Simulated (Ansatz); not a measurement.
This geometry of CH6OSi + H2S (12 atoms, charge 0, multiplicity 1) is a first-order saddle point.

These are results of Ansatz, RKS LDA/def2-SVP, not measurements.

```xyz
12
Properties=species:S:1:pos:R:3
Si 0.015 0.932 0.997
O 0.095 -0.281 -0.614
C -0.959 -1.087 -1.080
H -1.476 0.816 0.644
H 0.305 2.387 0.733
H -0.051 0.618 2.477
H 1.007 -0.697 -0.402
S 2.231 0.193 0.942
H -1.901 -0.590 -0.750
H -0.949 -1.151 -2.189
H -0.926 -2.108 -0.640
H 2.608 0.967 -0.118
```

(1) Which two structures does it join? (They come from a converged band through this point; their orientation in space is the band's.)

(2) How far does it lie above each of them?

## Answers

(1) Bonds broken: Si1–O2, H7–S8. Bonds formed: Si1–S8, O2–H7. CH6OSi + H2S becomes CH4O + H4SSi.

Initial state:

```xyz
12
Properties=species:S:1:pos:R:3
Si -0.520 0.929 0.819
O -0.210 0.048 -0.584
C -1.023 -1.041 -0.913
H -1.972 1.343 0.755
H 0.373 2.130 0.789
H -0.307 0.095 2.055
H 1.605 -0.274 -0.283
S 2.759 -0.193 0.478
H -2.106 -0.765 -0.914
H -0.761 -1.397 -1.933
H -0.890 -1.898 -0.207
H 3.052 1.024 -0.062
```

Final state:

```xyz
12
Properties=species:S:1:pos:R:3
Si 0.150 1.005 1.318
O -0.301 0.173 -1.346
C -0.943 -1.059 -1.252
H -1.100 0.178 1.297
H 0.107 2.220 0.439
H 0.402 1.456 2.737
H 0.655 0.021 -1.149
S 1.757 -0.355 0.779
H -2.041 -0.887 -1.281
H -0.694 -1.755 -2.092
H -0.722 -1.600 -0.293
H 2.730 0.602 0.845
```

(2) 0.62 eV above the first and 0.52 eV above the second. This is the barrier of this one path; another mechanism may lie lower. The orbitals stay closed-shell, which can raise the energy where a bond breaks towards radicals; this wasn't checked here.

Time of the run: 72 s on 2 threads of AMD EPYC 9R45 96-Core Processor (Zen 5), with other jobs on the host, peak memory 0.16 GiB.
